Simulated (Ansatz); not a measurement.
The same path of a periodic cell of 17 atoms, Be16C (host Be, host structure hcp, interstitial C) was run twice with different band settings. Lost on the way: Be3–C17, Be7–C17, Be15–C17. Made: Be1–C17, Be5–C17, Be13–C17.

Level of theory: DFT PBEsol, scalar-relativistic, plane waves, PAW (Ansatz 0.2.0). Settings: cutoff 420 eV, k mesh 5x6x4, gaussian smearing 0.15 eV, no spin polarisation.

Relaxed end points:

```xyz
17
Lattice="-2.2900 -3.9664 0.0000 3.4350 -1.9832 0.0000 0.0000 0.0000 7.1769" Properties=species:S:1:pos:R:3
Be -0.003 -3.967 -0.045
Be 0.011 -2.546 1.735
Be -0.018 -3.956 3.723
Be 0.033 -2.631 5.428
Be -1.150 -1.949 -0.046
Be 2.184 -2.585 1.737
Be -1.066 -1.928 3.642
Be 2.298 -2.652 5.424
Be 1.135 -1.980 -0.046
Be 1.064 -0.727 1.732
Be 1.250 -2.046 3.640
Be 1.149 -0.699 5.428
Be -0.035 -0.015 -0.047
Be 1.163 -4.638 1.663
Be -0.013 -0.101 3.645
Be 1.147 -4.631 5.426
C -1.144 -3.312 2.688
```

```xyz
17
Lattice="-2.2900 -3.9664 0.0000 3.4350 -1.9832 0.0000 0.0000 0.0000 7.1769" Properties=species:S:1:pos:R:3
Be -0.018 -3.956 -0.129
Be 0.010 -2.545 1.847
Be -0.003 -3.964 3.631
Be 0.034 -2.630 5.335
Be -1.064 -1.917 -0.064
Be 2.184 -2.582 1.844
Be -1.149 -1.946 3.633
Be 2.299 -2.648 5.335
Be 1.250 -2.043 -0.060
Be 1.065 -0.716 1.846
Be 1.136 -1.977 3.627
Be 1.150 -0.696 5.335
Be -0.014 -0.101 -0.063
Be 1.163 -4.638 1.931
Be -0.033 -0.014 3.633
Be 1.147 -4.628 5.337
C -1.152 -3.299 0.891
```

Common settings: climbing image yes; spring 5.0 eV/Å²; optimiser quadratic models (default); force threshold 0.05 eV/Å; end points relaxed.

| run | movable images | start path | iteration limit |
| --- | --- | --- | --- |
| 1 | 7 | IDPP | 41 |
| 2 | 2 | default | 50 |

Q: What does each run give, and how far can it be trusted?

A: Run 1: converged after 14 iterations, highest image 1.626 eV above the first end. By the program's own check the climbing image is a first-order saddle point (lowest curvatures found: -6.60 and 0.49 eV/Å²).
Run 2: converged after 9 iterations, highest image 1.649 eV above the first end. Neighbouring images differ by up to 1.6 eV, so the band resolves the path poorly. The order of the stationary point at the top wasn't checked. So few images can step over the top or miss a turn of the path.
Limits of this set-up: coarse k mesh.
